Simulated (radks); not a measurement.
Question: Ne3+, 7 electrons, occupied as [He] 2p3 3s2 (not the ground configuration). Method: non-relativistic Kohn-Sham, exchange-only PBE, spin-unpolarised, spherical densities, point nucleus; computed with a radial shooting solver on a logarithmic mesh with Libxc functionals. Some entries of the table are withheld. Estimate them.

| orbital | occ. | eigenvalue (eV) | <r> (bohr) | r(max) (bohr) |
|---|---|---|---|---|
| 1s | 2 | -954.1899 | 0.1577 | 0.1027 |
| 2p | 3 | (1) | (2) | 0.5273 |
| 3s | 2 | -35.5206 | 2.101 | (3) |

Answer: 
(1) 2p eigenvalue (eV): -106.7064
(2) 2p <r> (bohr): 0.6894
(3) 3s r(max) (bohr): 1.909
